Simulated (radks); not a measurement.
Initial-state core-level shifts of the gold ion Au+ when its valence configuration changes from [Xe] 4f14 5d10. Calculated with a radial shooting solver on a logarithmic mesh with Libxc functionals: scalar-relativistic Kohn-Sham, r2SCAN, spin-polarised, spherical densities, finite nucleus; open shells are filled with parallel spins first (spin-orbit coupling, left out, can overturn this in heavy ions); meta-GGA in the generalised Kohn-Sham scheme; Fermi nuclear charge, rms radius 5.4371 fm. Shifts are changes of the shell-averaged eigenvalues in eV (positive: less bound); the change of the density at the nucleus, which sets a Mossbauer isomer shift, is in e/bohr^3, on a base of 2.301e+06.

valence,1s,2p,3p,4s,density at nucleus
4f14 5d9.5 6s0.5,-1.723,-1.786,-1.773,-1.762,+90.1
4f14 5d9 6s1,-3.464,-3.596,-3.566,-3.542,+188.9
4f13 5d9 6s2,-19.966,-21.277,-23.218,-20.827,+550.6
4f13 5d10 6s1,-15.976,-17.136,-19.126,-16.780,+332.5
4f13.5 5d10 6s0.5,-7.869,-8.438,-9.422,-8.292,+160.7
4f13 5d10 6p1,-17.870,-18.984,-20.988,-18.652,+153.3
4f12 5d10 6p2,-36.540,-38.862,-42.948,-37.918,+317.0
4f12.5 5d10 6s0.5 6p1,-26.194,-27.922,-30.952,-27.310,+327.0
4f14 5d9 6p1,-5.304,-5.391,-5.376,-5.360,+10.8
